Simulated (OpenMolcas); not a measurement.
**CH3ClF2Si: a line through the functionals**

CH3ClF2Si: 8 atoms, total charge 0, spin state singlet. As SMILES, `C[Si](F)(F)Cl`. The coordinates come from a PBE0-D4/def2-TZVP relaxation.

The HOMO–LUMO gap y, in eV, basis def2-SVP; a is the functional's share of exact exchange. Programs: OpenMolcas 26.06.

```
functional     program     a  y (eV)
      TPSS  OpenMolcas     0    8.86
    r2SCAN  OpenMolcas     0    9.50
     B3LYP  OpenMolcas   0.2       ?
      PBE0  OpenMolcas  0.25   10.87
     BHLYP  OpenMolcas   0.5   12.90
```

Problem. Fit y = c + s·a to the known rows and predict B3LYP.

Solution. 
1. Means of the 4 rows: a = 0.1875, y = 10.532.
2. Σ(Δa)² = 0.17188, Σ(Δa·Δy) = 1.2681, so the slope is 1.2681/0.17188 = 7.3778.
3. Intercept: 10.532 − (7.3778) × 0.1875 = 9.149. The largest residual of the fit is 0.35.
4. B3LYP: 9.149 + (7.3778) × 0.2 = 10.62 eV.

The run gave 10.18 eV, so the prediction is off by +0.44 eV, about the largest residual. Exact exchange lowers occupied levels and raises empty ones. The rows mix families of semi-local functionals, which the line can't see.
